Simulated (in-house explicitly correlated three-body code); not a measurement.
Values are calculated unless marked as measured or tabulated.
**Taking the two-electron ground state apart, Z = 1.265**

A variational code in 260 exponentially correlated functions gives, for two electrons around a point charge Z = 1.265 (non-relativistic, fixed nucleus, atomic units): E = -0.9619447, <1/r> = 0.95318 per electron, <1/r12> = 0.487655. From its density, U = 1.119305 (Hartree energy) and T_s = 0.930445 (kinetic energy of the doubly filled orbital √(n/2)). Further, <r²> = 4.41077 per electron, <r12²> = 9.43458 and <p1·p2> = 0.0662635.

(1) Check the virial theorem, and compare with the screened hydrogenic estimate.

(2) Find the exchange and correlation energies of density-functional theory.

(3) What do the second moments say about angular correlation and diamagnetism?

(4) How does a model nuclear mass of 2.5 u change the ionisation energy, to first order in m/M (1 hartree = 27.211386 eV)?

Answers

(1) V = −2Z<1/r> + <1/r12> = -2.411545 + 0.487655 = -1.923890, and 2E = -1.923889, so T = −E = 0.961945. A product of 1s orbitals with exponent Z − 5/16 = 0.9525 gives −0.9525² = -0.90726, which is 54.7 millihartree too high.

(2) For two electrons in one orbital E_x = −U/2 = -0.559652. The potential part of correlation is U_c = <1/r12> − U − E_x = -0.071997, the kinetic part T_c = T − T_s = 0.031500, and E_c = T_c + U_c = -0.040498 hartree. Restricted Hartree-Fock gives -0.921892, so the correlation energy of wave-function theory is -0.040053.

(3) From r12² = r1² + r2² − 2 r1·r2, <r1·r2> = <r²> − <r12²>/2 = -0.30652 bohr². It vanishes for a product of s orbitals, and its negative sign shows that the electrons favour opposite sides of the nucleus. The Langevin susceptibility is −0.79199e-6 × 2<r²> = -6.987e-6 cm³/mol.

(4) m/M = 1/(2.5 × 1822.8885) = 2.19432e-04. With a fixed nucleus the second electron is bound by −Z²/2 − E = 0.161832 hartree = 4.4037 eV. The reduced mass scales this by 1 − m/M, a change of -0.966 meV. The mass-polarisation term raises the two-electron state by (m/M)<p1·p2> = 14.54 microhartree, a further -0.396 meV. The sum is 4.4023 eV, before relativistic and QED terms.
